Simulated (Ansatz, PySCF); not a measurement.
C3H6OSi, SMILES [SiH3][C@@H]1C=CO1. Atoms are numbered in the order given.

```xyz
11

Si     1.6016     0.2352    -0.1105
C     -0.2213     0.0791    -0.6180
C     -1.2159     0.8657     0.1917
C     -1.6124    -0.3177     0.6905
O     -0.7714    -1.1373    -0.0143
H      2.1200     1.5654    -0.5556
H      1.6840     0.1268     1.3738
H      2.4128    -0.8395    -0.7565
H     -0.3740     0.0624    -1.7106
H     -1.4631     1.9152     0.3211
H     -2.3149    -0.7257     1.4205
```
Charge 0, spin multiplicity 1.

Geometry optimised at PBE0-D3(BJ)/def2-SVP. The structure was generated by enumeration; whether it is a known compound was not checked.

Two levels are set side by side: PBE-D3(BJ)/def2-SVP (Ansatz, a program for electronic structure) and PBE0-D3(BJ)/def2-SVP (Ansatz). Each level has its own optimised geometry; the coordinates shown are those of the second. Frequencies come from the Hessian of PySCF at each geometry. Differences are taken from unrounded values.

```json
[
 {"quantity": "mean bond length (Å)", "PBE0-D3(BJ)": "1.395", "PBE-D3(BJ)": "1.406", "PBE-D3(BJ) minus PBE0-D3(BJ)": "0.011"},
 {"quantity": "bond Si1–C2 (Å)", "PBE0-D3(BJ)": "1.899", "PBE-D3(BJ)": "1.909", "PBE-D3(BJ) minus PBE0-D3(BJ)": "0.011"},
 {"quantity": "bond C2–C3 (Å)", "PBE0-D3(BJ)": "1.505", "PBE-D3(BJ)": "1.511", "PBE-D3(BJ) minus PBE0-D3(BJ)": "0.006"},
 {"quantity": "bond C2–O5 (Å)", "PBE0-D3(BJ)": "1.465", "PBE-D3(BJ)": "1.489", "PBE-D3(BJ) minus PBE0-D3(BJ)": "0.024"},
 {"quantity": "bond C3–C4 (Å)", "PBE0-D3(BJ)": "1.344", "PBE-D3(BJ)": "1.357", "PBE-D3(BJ) minus PBE0-D3(BJ)": "0.013"},
 {"quantity": "bond C4–O5 (Å)", "PBE0-D3(BJ)": "1.370", "PBE-D3(BJ)": "1.386", "PBE-D3(BJ) minus PBE0-D3(BJ)": "0.016"},
 {"quantity": "bond Si1–H6 (Å)", "PBE0-D3(BJ)": "1.495", "PBE-D3(BJ)": "1.506", "PBE-D3(BJ) minus PBE0-D3(BJ)": "0.010"},
 {"quantity": "bond Si1–H7 (Å)", "PBE0-D3(BJ)": "1.491", "PBE-D3(BJ)": "1.500", "PBE-D3(BJ) minus PBE0-D3(BJ)": "0.010"},
 {"quantity": "bond Si1–H8 (Å)", "PBE0-D3(BJ)": "1.493", "PBE-D3(BJ)": "1.504", "PBE-D3(BJ) minus PBE0-D3(BJ)": "0.011"},
 {"quantity": "bond C2–H9 (Å)", "PBE0-D3(BJ)": "1.103", "PBE-D3(BJ)": "1.112", "PBE-D3(BJ) minus PBE0-D3(BJ)": "0.009"},
 {"quantity": "bond C3–H10 (Å)", "PBE0-D3(BJ)": "1.086", "PBE-D3(BJ)": "1.094", "PBE-D3(BJ) minus PBE0-D3(BJ)": "0.008"},
 {"quantity": "bond C4–H11 (Å)", "PBE0-D3(BJ)": "1.092", "PBE-D3(BJ)": "1.100", "PBE-D3(BJ) minus PBE0-D3(BJ)": "0.008"},
 {"quantity": "highest harmonic wavenumber (cm⁻¹)", "PBE0-D3(BJ)": "3316", "PBE-D3(BJ)": "3224", "PBE-D3(BJ) minus PBE0-D3(BJ)": "-93"},
 {"quantity": "mean harmonic wavenumber (cm⁻¹)", "PBE0-D3(BJ)": "1270", "PBE-D3(BJ)": "1223", "PBE-D3(BJ) minus PBE0-D3(BJ)": "-48"},
 {"quantity": "zero-point energy (kcal/mol)", "PBE0-D3(BJ)": "49.03", "PBE-D3(BJ)": "47.20", "PBE-D3(BJ) minus PBE0-D3(BJ)": "-1.84"}
]
```

GGA bonds tend to be longer and softer than those of functionals with exact exchange. Differences between two approximate levels are no errors against the true value.
